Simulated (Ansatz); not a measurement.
Input for Ansatz (a program for electronic structure): SC-NEVPT2 on SA-CASSCF(10,8)/cc-pV(D+d)Z on OSi (SMILES O=[Si]), 2S+1 = 3, a spin state set in the input, which need not be the lowest. Files ending in .json are basis or fitting sets from the Basis Set Exchange.

Ansatz 0.2 input:
```yaml
crystal:
  periodic: [false, false, false]
  atoms:
    - {symbol: O, position_ang: [-0.00000000, -0.00000000, -0.96290494]}
    - {symbol: Si, position_ang: [0.00000000, 0.00000000, 0.55023140]}
basis:
  gaussian:
    orbitals: cc-pV_D+d_Z.json
magnetization: {spin_polarized: false, initial_magnetization: 2}
correlation: {method: sc_nevpt2, electrons: outside_noble_gas, active_space: {window: {electrons: 10, orbitals: 8}, states: [{multiplicity: 1, weights: [1]}, {multiplicity: 3, weights: [1]}]}}
output: {orbitals: {seedname: ./end}}
```

It printed:

```
WARN ansatz: RAYON_NUM_THREADS=1 ignored (pool sized by the plan → 1); use --threads N
Functional definition: HF
integrals: 0.01 GiB planned
658 factors; integrals over basis functions are off by at most 1.4e-7 eV
mean field: 0.08 GiB planned
mean field evaluation 1: about -9891.9119 eV, gradient 3.7e1 eV
mean field evaluation 2: about -9891.9147 eV, gradient 3.7e1 eV
mean field evaluation 4: about -9895.4889 eV, gradient 4.5e0 eV
mean field evaluation 8: about -9895.6382 eV, gradient 7.7e-1 eV
mean field evaluation 16: about -9895.6547 eV, gradient 1.8e-6 eV
mean field evaluation 32: about -9895.7380 eV, gradient 8.1e-7 eV
mean field evaluation 64: about -9895.6547 eV, gradient 1.1e-6 eV
mean field evaluation 96: about -9891.9969 eV, gradient 2.2e0 eV
mean field evaluation 128: about -9891.4757 eV, gradient 4.3e0 eV
mean field evaluation 160: about -9895.7380 eV, gradient 1.3e-3 eV
mean field -9896.12131872 eV, -363.6757506310 hartree, gradient 4.6e-7 eV, S^2 2.000000; 16 other end points of the search recorded, 0 dependent functions left out
reference -9896.12131872 eV, -363.6757506310 hartree; 12, 10 occupied and 25, 27 virtual orbitals, 658 factors
configuration interaction: 0.18 GiB planned
configuration interaction: 0.01 GiB planned
state -9902.30109649 eV, -363.9028532754 hartree
state -9902.30109649 eV, -363.9028532754 hartree; corrected -9906.43354711 eV, -364.0547180343 hartree
configuration interaction: 0.01 GiB planned
state -9897.91017542 eV, -363.7414899022 hartree
state -9897.91017542 eV, -363.7414899022 hartree; corrected -9902.13982460 eV, -363.8969266426 hartree
Total energy: -9904.28668585 eV, -363.9758223384 hartree
```

The run converged. The last total energy is the mean of the averaged states.

Cost: roughly 19 core-seconds.
